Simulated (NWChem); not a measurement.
Molecule: CH$_{5}$ClSi; SMILES C[SiH2]Cl

Computed with NWChem. Pople sets run with spherical d functions. All runs use the structure optimised with PBE-D3(BJ)/def2-SVP.

### Question
Taking PBE/6-311++G** as the yardstick, which of these has the fewest basis functions while keeping “dipole (D)” within 0.2 D of it: PBE/6-31+G*; PBE/STO-3G; PBE/3-21G; PBE/6-311G**; PBE/6-31G*?

### Answer
PBE/6-31G*.
```tsv
level	basis functions	dipole (D)
PBE/STO-3G	28	2.73
PBE/3-21G	45	2.76
PBE/6-31G*	60	2.26
PBE/6-31+G*	72	2.20
PBE/6-311G**	100	2.27
PBE/6-311++G**	117	2.12
```

The yardstick is one finite set, not the basis-set limit.
